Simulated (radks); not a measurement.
The numbers below are computed, except where a source is named.
Question: Numerical settings for the mercury ion Hg+, [Xe] 4f14 5d10 6s1. Code: a radial shooting solver on a logarithmic mesh with Libxc functionals. Model: scalar-relativistic Kohn-Sham, PBE, spin-polarised, spherical densities, finite nucleus; open shells are filled with parallel spins first (spin-orbit coupling, left out, can overturn this in heavy ions); Fermi nuclear charge, rms radius 5.4648 fm. The defaults (mesh step 0.008 in ln r, mesh end at 40 bohr or more with all orbitals vanishing there, Anderson mixing 0.5 over 9 steps, residual threshold near 1e-9 with the energy settled to 1e-9 hartree or 1e-11 of itself, here a cap of 82 iterations) give E = -19617.590 hartree and 6s at -15.086 eV in 15 iterations. Run on one thread of a shared host, so times are rough (Arm Neoverse V1): 0.3 s of CPU time, 0.3 s wall, 15 iterations on 2360 mesh points. One setting is changed at a time: mesh step in ln r 0.2; mesh step in ln r 0.005; mesh step in ln r 0.02; mesh end (bohr) 5; mesh end (bohr) 8; residual threshold 0.1; residual threshold 0.01; mixing 1.5; linear mixing, mixing 0.8; linear mixing, mixing 0.5; mixing history 20; iteration cap 2. Which runs fail to converge, and which converge to a wrong energy?

Answer: Not converged within the cap: mesh step in ln r 0.2; linear mixing, mixing 0.8; iteration cap 2. Settings that end as converged yet miss the energy by more than 1 mhartree: mesh end (bohr) 5 (+0.0261 hartree).
